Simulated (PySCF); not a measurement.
# C3H10NO2Si: g tensor and hyperfine couplings

C3H10NO2Si (doublet state).
Z-matrix (Å and degrees, GFN2-xTB geometry), rows numbered from 1:
```
C 
C   1  1.5203
O   2  1.4102  1  112.17
Si  3  1.6193  2  127.94  1    71.27
O   4  1.6452  3  108.77  2    30.86
N   4  1.7437  3  111.09  2   -86.09
C   6  1.4433  4  121.52  3   -45.00
H   1  1.0873  2  109.75  3   -61.64
H   1  1.0877  2  110.21  3    57.92
H   1  1.0874  2  109.97  3   178.17
H   2  1.0950  1  110.58  3  -118.05
H   2  1.0949  1  110.05  3   121.63
H   5  0.9523  4  120.92  3  -163.93
H   6  1.0109  4  117.10  3   173.26
H   7  1.0868  6  108.47  4    35.30
H   7  1.0954  6  112.80  4   -84.71
H   7  1.0925  6  109.71  4   154.24
```

The hyperfine couplings belong to this conformer and change with its torsions.

The species is `[Si](NC)(OCC)O` [radical].

Level of theory: PySCF 2.14.0, UKS B3LYP, pcH-1 on C H N O Si, non-relativistic, mean-field spin-orbit, GIAO. Geometry: GFN2-xTB, one conformer, isolated molecule. The geometry wasn't refined by DFT: couplings that depend on bond lengths, twists or pyramidal angles can differ widely from those at the functional's own minimum, by a factor of two or more for some ions and for spin on atoms past the first row. No stability test was run, so a lower SCF solution isn't excluded.

* g1, g2, g3: 2.00085, 2.00185, 2.00205
* g_iso: 2.00158
* Form of g: rhombic: the two nearest values differ by 16 % of g3 − g1
* ⟨S²⟩: 0.7520 (exact 0.7500)
* α and β electrons: 33, 32

Hyperfine couplings atom by atom, in mT; T1 to T3 are the principal values of the dipolar part (MHz turned into mT with g_iso):

```csv
atom,isotope,a_iso,of which spin–orbit,T1,T2,T3,Mulliken spin population
C1,13C,0.08,0.00,-0.02,-0.01,0.03,0.00
C2,13C,0.40,0.00,-0.10,-0.09,0.18,0.02
O3,17O,-4.09,0.00,-0.43,0.19,0.23,0.01
Si4,29Si,-31.30,0.03,-3.96,1.93,2.03,0.76
O5,17O,-1.93,0.00,-1.00,0.48,0.52,0.06
N6,14N,0.91,0.00,-0.34,-0.33,0.67,0.14
C7,13C,-0.17,0.00,-0.04,-0.03,0.07,-0.01
H8,1H,0.03,0.00,-0.05,-0.03,0.08,0.00
H9,1H,0.01,0.00,-0.04,-0.03,0.07,0.00
H10,1H,0.18,0.00,-0.03,-0.02,0.05,0.00
H11,1H,0.00,0.00,-0.07,-0.04,0.11,0.00
H12,1H,-0.06,0.00,-0.08,-0.03,0.11,0.00
H13,1H,-0.15,0.00,-0.30,-0.13,0.43,0.01
H14,1H,-0.44,0.00,-0.43,-0.15,0.58,0.00
H15,1H,0.01,0.00,-0.11,-0.05,0.15,0.00
H16,1H,0.26,0.00,-0.10,-0.05,0.16,0.01
H17,1H,0.43,0.00,-0.08,-0.04,0.12,0.00
```

The Mulliken spin populations are largest on Si4 (+0.76) and N6 (+0.14). The angles at Si4 add up to 326.4°, so it is pyramidal.

Under fast tumbling the dipolar parts average out, and these isotropic splittings remain: 1 × 14N (N6, I = 1, 3 lines) with 0.91 mT, 1 × 1H (H14, I = 1/2, 2 lines) with 0.44 mT, 3 × 1H (H15/H16/H17, I = 1/2, 4 lines) with 0.23 mT, 1 × 1H (H13, I = 1/2, 2 lines) with 0.15 mT and 3 × 1H (H8/H9/H10, I = 1/2, 4 lines) with 0.07 mT.

Means are taken over nuclei equivalent by connectivity, which assumes that they swap fast. The three 1H nuclei of mean +6.6 MHz run from 0.2 to 12.1 MHz in the frozen geometry.

The 17O coupling of O3 (-114.6 MHz) shows only in satellite lines or after enrichment, since that isotope makes up about 0.038 % of natural oxygen.

The 29Si coupling of Si4 (-876.8 MHz) shows only in satellite lines or after enrichment, since that isotope makes up about 4.7 % of natural silicon.

The spin density at the nucleus, in bohr⁻³, is negative for C7 (-0.0043) and H14 (-0.0028), for instance. A restricted open-shell determinant has no negative spin density anywhere; here it arises because α and β orbitals differ (spin polarisation).

On an Arm Neoverse V1 with one thread, shared host with 64 logical CPUs at a one-minute load of 18, this took 78 s (grids of density and orbitals included) and 0.97 GiB of memory at its peak.
